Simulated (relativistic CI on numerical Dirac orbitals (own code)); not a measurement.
## Magnetism of Mo3+, 4d3, in a crystal field

Calculated by Dirac-Coulomb-Breit CI, KLI orbitals optimised for each configuration, model QED (radiative potential, 1s self-energy scaled to tabulated hydrogen-like ionisation energies), valence Slater integrals scaled by 0.8, one configuration in a parametric crystal field (own radial code).

Field parameters in Wybourne normalisation: D3d B²₀ = −7Dσ, B⁴₀ = −14Dq − 21Dτ, B⁴₃ = −14√(10/7) Dq; D4h B²₀ = −7Ds, B⁴₀ = 21(Dq − Dt), B⁴₄ = 21√(5/14) Dq; Oh B⁴₀ = 21Dq, B⁴₄ = √(5/14) B⁴₀; Td as Oh with Dq negative (B⁴₀ = 21Dq, B⁴₄ = √(5/14) B⁴₀). The field is a parameter set, without covalency.

S is read from ⟨S²⟩ = S(S + 1).

Powder χT (cm³ K mol⁻¹) by Van Vleck's formula, with temperature-independent terms:

```csv
Field,2 K,5 K,10 K,20 K,50 K,100 K,200 K,300 K
"D3d, 10Dq = 9650, Dσ = 1140, Dτ = -10 cm⁻¹",0.883,0.949,1.06,1.23,1.43,1.49,1.53,1.55
"D4h, 10Dq = 11000, Ds = -730, Dt = -730 cm⁻¹",1.07,1.27,1.45,1.56,1.61,1.62,1.64,1.66
"D4h, 10Dq = 37000, Ds = -1330, Dt = -250 cm⁻¹",1.72,1.77,1.77,1.78,1.78,1.78,1.79,1.79
"D4h, 10Dq = 39750, Ds = 1140, Dt = 1180 cm⁻¹",1.7,1.74,1.75,1.76,1.76,1.76,1.77,1.78
"D4h, 10Dq = 41450, Ds = -760, Dt = 450 cm⁻¹",1.68,1.76,1.77,1.78,1.78,1.78,1.79,1.79
"Oh, 10Dq = 29900 cm⁻¹",1.75,1.75,1.75,1.75,1.75,1.75,1.76,1.77
"Oh, 10Dq = 43650 cm⁻¹",1.79,1.79,1.79,1.79,1.79,1.79,1.8,1.8
"Td, 10Dq = -7400 cm⁻¹",0.246,0.251,0.258,0.272,0.315,0.386,0.52,0.651
```

**Question.** For D4h, 10Dq = 41450, Ds = -760, Dt = 450 cm⁻¹: what effective moment follows at 300 K?

**Answer.** μ_eff = √(8χT) = 3.79 μB. The ground level has S = 1.50; the spin-only moment for S = 3/2 is 3.88 μB. The difference comes from the orbital moment, spin-orbit mixing of terms and temperature-independent paramagnetism, all larger in this ionic model than in covalent complexes.
